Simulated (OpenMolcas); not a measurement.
## Os3+ in a point-charge field

Os3+ among 3 point charges of -2.4 e arranged as a planar triangle (D3h), 2.03 Å from the ion.

* Program: OpenMolcas 26.06
* Method: CASSCF
* Basis: ANO-RCC-VDZP [7s6p4d2f1g]
* Scalar Hamiltonian: DKH2, point nucleus
* Active space: 5 electrons in 5 orbitals (5d)
* State averaging: 2S+1 = 6 even, 1 root; 2S+1 = 4 even, 24 roots; 2S+1 = 2 even, 75 roots
* Spin-orbit coupling: state interaction with AMFI integrals over the reference wave functions

The lowest spin-free states (labels of D3, the rotations of D3h), above the lowest:

```csv
State,Degeneracy,E (cm-1),Free-ion L (%)
6A1,1,0.0,S (100)
4E,2,8284,F (40)
4A2,1,12754,G (71)
4A1,1,12986,G (71)
4E,2,13239,D (55)
2A1,1,19277,G (43)
2E,2,19789,G (33)
4E,2,19860,G (77)
2E,2,21549,G (43)
4E,2,22585,G (100)
4A1,1,22593,D (55)
2E,2,23409,G (31)
2A2,1,24265,F (81)
2A1,1,24344,F (84)
2A1,1,24842,I (50)
2A2,1,24844,F (63)
2E,2,25832,D (35)
2A2,1,25901,H (34)
2A1,1,25982,I (36)
2E,2,27015,I (69)
```

The lowest levels with spin-orbit coupling:

```json
{"E (cm-1)": "0.0", "Degeneracy": "2", "Label": "E1/2", "2S+1": "6 (70 %)", "g": "1.70 5.40 5.40"}
{"E (cm-1)": "749.7", "Degeneracy": "2", "Label": "E3/2", "2S+1": "6 (83 %)", "g": "0.00 0.00 5.70"}
{"E (cm-1)": "1366", "Degeneracy": "2", "Label": "E1/2", "2S+1": "6 (89 %)", "g": "0.00 0.00 9.75"}
{"E (cm-1)": "5022", "Degeneracy": "2", "Label": "E1/2", "2S+1": "4 (74 %)", "g": "1.10 1.39 1.39"}
{"E (cm-1)": "7430", "Degeneracy": "2", "Label": "E3/2", "2S+1": "4 (86 %)", "g": "0.00 0.00 2.06"}
{"E (cm-1)": "9286", "Degeneracy": "2", "Label": "E1/2", "2S+1": "4 (80 %)", "g": "0.43 0.43 3.34"}
{"E (cm-1)": "10018", "Degeneracy": "2", "Label": "E1/2", "2S+1": "4 (89 %)", "g": "0.18 0.18 5.40"}
{"E (cm-1)": "12643", "Degeneracy": "2", "Label": "E3/2", "2S+1": "4 (83 %)", "g": "0.00 0.00 0.60"}
{"E (cm-1)": "12781", "Degeneracy": "2", "Label": "E1/2", "2S+1": "4 (84 %)", "g": "0.14 0.14 8.35"}
{"E (cm-1)": "15038", "Degeneracy": "2", "Label": "E1/2", "2S+1": "4 (72 %)", "g": "1.03 1.03 7.83"}
{"E (cm-1)": "15198", "Degeneracy": "2", "Label": "E1/2", "2S+1": "4 (89 %)", "g": "1.04 1.04 3.59"}
{"E (cm-1)": "15585", "Degeneracy": "2", "Label": "E1/2", "2S+1": "4 (89 %)", "g": "0.04 0.16 0.16"}
{"E (cm-1)": "16325", "Degeneracy": "2", "Label": "E3/2", "2S+1": "4 (85 %)", "g": "0.00 0.00 11.41"}
{"E (cm-1)": "17339", "Degeneracy": "2", "Label": "E3/2", "2S+1": "4 (65 %)", "g": "0.00 0.00 3.55"}
{"E (cm-1)": "17381", "Degeneracy": "2", "Label": "E1/2", "2S+1": "4 (72 %)", "g": "1.50 1.91 1.91"}
{"E (cm-1)": "19081", "Degeneracy": "2", "Label": "E1/2", "2S+1": "4 (53 %)", "g": "0.03 0.03 5.93"}
{"E (cm-1)": "19106", "Degeneracy": "2", "Label": "E1/2", "2S+1": "4 (57 %)", "g": "1.76 3.64 3.64"}
{"E (cm-1)": "20158", "Degeneracy": "2", "Label": "E3/2", "2S+1": "4 (55 %)", "g": "0.00 0.00 3.69"}
{"E (cm-1)": "21931", "Degeneracy": "2", "Label": "E1/2", "2S+1": "2 (64 %)", "g": "1.30 1.30 1.42"}
{"E (cm-1)": "22199", "Degeneracy": "2", "Label": "E1/2", "2S+1": "2 (59 %)", "g": "0.01 0.01 6.75"}
```

Powder χT (cm3 K/mol): 1.92 at 2 K, 1.95 at 10 K, 2.08 at 50 K, 2.24 at 100 K, 2.55 at 200 K, 2.82 at 300 K. The effective moment at 300 K is 2.828 √(χT) = 4.75 μB.

Spin-orbit coupling mixes the spin-free states strongly: the lowest level takes only 70 % from its leading state, 6A1. Without dynamic correlation the repulsion within the d shell is too large (B by tens of per cent), so at a given field states of lower spin stand too high. This shell can be high or low spin here, a state of another spin lies low, and with metal d orbitals alone active their balance is uncertain, so the ground spin may be wrong. Point charges give a weaker field than real ligands, and real ions of this kind are as a rule low spin; the high spin found here belongs to the model. Point charges carry no covalency, so the field is a model and not that of real ligands. No measured value stands beside these numbers.
